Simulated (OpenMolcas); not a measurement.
# S3+: the spin-orbit constant, worked from levels

```yaml
Program: OpenMolcas 26.06
Basis: ANO-RCC-VQZP [6s5p3d2f1g]
Scalar_Hamiltonian: DKH2, point nucleus
Active_space: 3 electrons in 9 orbitals (RAS2 3s 3p; RAS3 3d, at most 2 electrons)
State_averaging: 2S+1 = 4 odd, 1 root; 2S+1 = 2 odd, 11 roots; 2S+1 = 4 even, 3 roots; 2S+1 = 2 even, 9 roots
Spin-orbit_coupling: RASSI with atomic mean-field integrals over the reference wave functions, term energies averaged over their components
```

Methods: RASSCF; MS-RASPT2, IPEA 0.25 Eh, imaginary shift 0.1 Eh (closed shells correlated: 2s 2p). Measured levels: NIST levels in Podobedova, Kelleher and Wiese, J. Phys. Chem. Ref. Data 38, 171 (2009).

**The spin-orbit constant.** For the Hund term 2P* of p1, E(J) = (A/2) J(J+1) + constant and ζ = 2S·A = A. From J = 1/2 to J = 3/2 the energy changes by 1.5 A.

```
   Source  E(3/2) - E(1/2)      A    ζ
   RASSCF            826.6  551.1  551
MS-RASPT2            829.3  552.9  553
 measured            951.4  634.3  634
```

All in cm-1. MS-RASPT2 is off by -12.8 % and RASSCF by -13.1 %. Both methods take the spin-orbit matrix elements from the reference wave functions, so the second can move ζ only through the term energies and any multistate remixing.

Active for correlation alone: 3d; no level in the range computed is led by a configuration that fills it, so any true level of that kind is missing. Measured partners are found by configuration, term and J. A level has none where our copy of the source lacks it or the pairing is in doubt (some pairs that miss far off the trend of their configuration count as doubtful), and it then counts in no deviation. Only configurations of the active space appear.

* marks odd parity.
